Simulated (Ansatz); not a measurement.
Ideal-gas functions of CH₃ClF₂STi (`C[S][Ti]([F])([F])[Cl]`) at 298.15 K and 1 bar, from an Ansatz frequency run at PBE0-D4/def2-TZVP.

Molar mass 168.42 g/mol, point group C1 (symmetry number 1), electronic degeneracy 1, moments of inertia 271.723, 374.013, 451.431 u Å². Harmonic wavenumbers (cm⁻¹, unscaled): 47, 71, 103, 141, 153, 163, 188, 191, 437, 492, 712, 745, 800, 960, 971, 1347, 1463, 1468, 3066, 3159, 3169.

Use S(trans) = R[1.5 ln M + 2.5 ln T − 1.1517]; rotational temperatures θ = 24.2544 K / I; S(rot) = R[ln(√π/σ · √(T³/θAθBθC)) + 1.5]; for each mode x = 1.438777 ν̃/T, S = R[x/(eˣ − 1) − ln(1 − e⁻ˣ)] and H = RT x/(eˣ − 1); 1 cm⁻¹ = 0.0119627 kJ/mol; R = 8.31446 J/(mol·K).

**Question.** By hand: the entropy, in J/(mol·K).

**Answer.** Translation 172.8. Rotation: θ = 0.0893, 0.0648, 0.0537 K, giving 121.9. Vibration, mode by mode: 20.67, 17.26, 14.21, 11.67, 11.02, 10.52, 9.40, 9.28, 3.50, 2.84, 1.22, 1.08, 0.87, 0.46, 0.44, 0.09, 0.06, 0.06, 0.00, 0.00, 0.00, in all 114.7. Electronic 0.0. Sum 409.4 J/(mol·K).

**Question.** By hand: H − E and G − E in kJ/mol, counted from the electronic energy.

**Answer.** Zero-point energy ½ × 19846 × 0.0119627 = 118.7; thermal vibration 16.6; translation, rotation and pV give 4 RT = 9.9. H − E = 145.2 kJ/mol, and G − E = 145.2 − 298.15 × 409.4/1000 = 23.1 kJ/mol.

Vibration gives 28 % of the entropy, 63.8 J/(mol·K) of it from the modes under 150 cm⁻¹: soft modes count most, and the harmonic formula is weakest for them. The sum counts one conformer and one mirror image; others add a mixing term.
